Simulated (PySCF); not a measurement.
NMR problem set

[PySCF 2.14: geometry: GFN2-xTB; GIAO PBE0/pcSseg-1 shieldings; single conformer; equivalent nuclei averaged; gas phase; non-relativistic]

Shifts are taken against calculated references (same method and geometry level): ¹H (σref 31.72) and ¹³C (σref 186.93) against TMS. Where no couplings were computed, multiplicities follow the n + 1 count of equivalent neighbours, and m marks all less simple cases (inequivalent or close neighbours, rings, F or P nearby). Shifts are as computed. Against solution values, carbons near 30 ppm lie about +3 ppm off and those near 130 ppm about +5 ppm. Of 1211 compounds with measured shifts, 218 miss one by over three times the rms of a fit or turn the order of signals round; such compounds aren't used in these exercises. OH and NH positions are gas-phase values without hydrogen bonding to other molecules.

Question: C4H10O3. ¹H NMR (600 MHz, computed): δ 4.20 (t, 1H), 3.94 (d, 2H), 3.58 (s, 6H), 1.04 (br s, 1H). ¹³C{¹H} NMR (computed): δ 109.6, 66.3, 56.4. Give a structure.

Answer: SMILES COC(CO)OC. The formula gives 0 degrees of unsaturation. 3 carbon signals for 4 carbons: some carbons are equivalent by symmetry or fast rotation. Carbon types of the structure: 1 × CH, 1 × CH2, 2 × CH3, leaving 1 H on heteroatoms. δC 109.6: sp3 carbon bearing two oxygens; 2 electronegative neighbours deshield it. δC 66.3: sp3 CH2 bonded to O; deshielded by the electronegative neighbour. δH 4.20: hydrogen on an sp3 carbon bearing two oxygens; its carbon carries O, hence the downfield position. δH 3.58: hydrogen on a methyl carbon bonded to O; its carbon carries O, an electronegative neighbour.

This is the structure that produced the data.

Question: C11H12. ¹H NMR (500 MHz, computed): δ 6.02 (d, 1H), 5.87 (d, 1H), 5.63 (d, 1H), 5.46 (m, 1H), 4.69 (d, 1H), 4.43 (m, 1H), 4.43 (m, 1H), 0.83 (m, 2H), 0.81 (m, 1H), 0.37 (m, 2H). ¹³C{¹H} NMR (computed): δ 157.0, 154.0, 147.7, 144.2, 138.5, 133.5, 126.3, 113.0, 20.5, 15.1. Identify the compound.

Answer: `C1C(C2=CC=CC(=C)C=C2)C1`. The formula gives 6 degrees of unsaturation (2 rings in the answer). 10 carbon signals for 11 carbons: some carbons are equivalent by symmetry or fast rotation. Carbon types of the structure: 2 × C, 6 × CH, 3 × CH2, which accounts for all hydrogens. δC 157.0, 154.0: fully substituted alkene carbon; an sp2 carbon of a C=C bond. δC 147.7, 144.2, 138.5, 133.5, 126.3: alkene CH; an sp2 carbon of a C=C bond. δC 113.0: terminal =CH2 carbon; an sp2 carbon of a C=C bond. δH 0.83, 0.81, 0.37: hydrogen on a three-membered-ring carbon; cyclopropane-type protons are shielded by the ring.

The shifts were computed for this structure.
